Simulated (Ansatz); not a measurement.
Geometry optimisation, RKS PBE0-D4/def2-SVP in Ansatz 0.2.0.

Input file:

```yaml
crystal:
  periodic: [false, false, false]
  atoms:
    - { symbol: C, position_ang: [-0.568, -2.2529, -1.2254] }
    - { symbol: C, position_ang: [-0.4314, -1.1067, -0.8051] }
    - { symbol: "N", position_ang: [-0.2487, 0.2519, -0.2985] }
    - { symbol: Si, position_ang: [-0.3199, 0.4564, 1.3699] }
    - { symbol: O, position_ang: [-1.9564, 0.0115, 1.6811] }
    - { symbol: Si, position_ang: [1.1646, 1.0441, -0.8632] }
    - { symbol: Cl, position_ang: [2.9278, 0.0319, -0.4288] }
    - { symbol: H, position_ang: [-0.7408, -3.1711, -1.628] }
    - { symbol: H, position_ang: [0.5324, -0.4264, 2.152] }
    - { symbol: H, position_ang: [-0.2058, 1.8606, 1.7917] }
    - { symbol: H, position_ang: [-2.4603, -0.2842, 0.9418] }
    - { symbol: H, position_ang: [1.0947, 1.1134, -2.3232] }
    - { symbol: H, position_ang: [1.2323, 2.4367, -0.3496] }
basis:
  gaussian: { orbitals: def2-SVP }
hamiltonian:
  xc: pbe0
  dispersion: d4
relax:
  f_tol: 0.015
  max_steps: 40
```

Run as:

```bash
$ ansatz run input.yaml --threads 2 --pin off --max-ram 3072MiB --backend cpu --events-out ev --progress --plain --runs-dir out
```

Problem. Where does it end, and by what steps?

Solution. The run converged. After 19 steps the energy has fallen by 1.151 eV; H9 moved furthest, 0.88 Å. Parted: Si4–Si6.

| step | energy less start (eV) | largest force component (eV/Å) | accepted |
| --- | --- | --- | --- |
| 0 | 0.0000 | 4.451 | yes |
| 1 | -0.8628 | 1.875 | yes |
| 2 | -1.0315 | 0.412 | yes |
| 3 | -1.0746 | 0.196 | yes |
| 4 | -1.1025 | 0.402 | yes |
| 5 | -1.0746 | 1.356 | no |
| 6 | -1.1221 | 0.113 | yes |
| 7 | -1.1337 | 0.191 | yes |
| 8 | -1.1362 | 0.357 | yes |
| 9 | -1.1458 | 0.121 | yes |
| 10 | -1.1477 | 0.032 | yes |
| 11 | -1.1468 | 0.390 | no |
| 12 | -1.1485 | 0.089 | yes |
| 13 | -1.1495 | 0.109 | yes |
| 14 | -1.1499 | 0.078 | yes |
| 15 | -1.1505 | 0.061 | yes |
| 16 | -1.1508 | 0.041 | yes |
| 17 | -1.1511 | 0.040 | yes |
| 18 | -1.1511 | 0.031 | yes |
| 19 | -1.1512 | 0.010 | yes |

```xyz
13
Properties=species:S:1:pos:R:3
C -0.438 -2.253 -1.179
C -0.129 -1.183 -0.696
N 0.188 0.005 -0.138
Si -0.483 0.309 1.478
O -2.106 0.623 1.426
Si 1.233 1.099 -1.028
Cl 3.217 0.563 -0.821
H -0.693 -3.200 -1.613
H -0.197 -0.899 2.297
H 0.176 1.542 1.970
H -2.691 -0.114 1.223
H 0.890 1.028 -2.468
H 1.054 2.447 -0.436
```

Whether the end is a true minimum wasn't checked by a vibrational analysis.

Time of the run: 63 s on 2 threads of Intel(R) Xeon(R) 6975P-C (Granite Rapids), on a shared host, peak memory 0.41 GiB.
